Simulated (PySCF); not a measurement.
A geometry optimisation on `BOBN` (B2H5NO).

Method: PBE0-D3(BJ)/def2-SVP geometry optimisation, gas phase (PySCF 2.14.0). Start geometry: GFN2-xTB. A driver script takes a list of jobs; this job's settings line and coordinates (Å) are shown.

Command:
```bash
OMP_NUM_THREADS=1 python probes_run.py task.json out
```

Input:
```
{"job": {"xc": "PBE0", "basis": "def2-SVP", "d3": "d3bj", "grid": 1, "shake": 0.01, "kind": "geom"}, "charge": 0, "multiplicity": 1}
B     -1.845270     0.052320    -0.005890
O     -0.597930     0.303720     0.015290
B      0.690790     0.526050     0.042420
N      1.645780    -0.543690     0.100110
H     -2.425090    -0.051360    -1.059040
H     -2.478430    -0.000770     1.000560
H      1.132300     1.629350     0.038480
H      2.624690    -0.432810     0.123430
H      1.310970    -1.499960     0.138160
```

Output:
```
step   0  E = -182.43612507  max force = 0.064579
step   1  E = -182.44154198  max force = 0.020509
step   2  E = -182.44088920  max force = 0.018781
step   3  E = -182.44313651  max force = 0.009112
step   4  E = -182.44393571  max force = 0.003402
step   5  E = -182.44408813  max force = 0.002685
step   6  E = -182.44425928  max force = 0.002403
step   7  E = -182.44433390  max force = 0.000712
step   8  E = -182.44434759  max force = 0.000740
step   9  E = -182.44436979  max force = 0.001059
... (13 lines left out)
step  23  E = -182.44615422  max force = 0.003312
step  24  E = -182.44645096  max force = 0.006747
step  25  E = -182.44677727  max force = 0.006627
step  26  E = -182.44722834  max force = 0.005638
step  27  E = -182.44736424  max force = 0.002108
step  28  E = -182.44741494  max force = 0.000708
step  29  E = -182.44742691  max force = 0.000858
step  30  E = -182.44743104  max force = 0.000753
step  31  E = -182.44742727  max force = 0.000407
step  32  E = -182.44742913  max force = 0.000085
optimisation converged
```

Energies in Eh; «max force» is the largest Cartesian gradient component in Eh/bohr.

**Question.** Give the first gradient maximum in eV/Å.

**Answer.** With 1 Eh/bohr = 51.422 eV/Å, 3.321 eV/Å.

**Question.** How much energy does the optimisation release, in eV?

**Answer.** E(step 0) − E(last step) = 0.011304 Eh, which is 0.308 eV.

Main results: final energy -182.44743 Eh after 32 steps; dipole 2.56 D.

Time: 57 s wall; peak memory 0.33 GiB. Hardware: one thread of an Arm Neoverse V1, on a shared host.
Labels such as C1 count atoms from 1, the log's own numbers from 0.
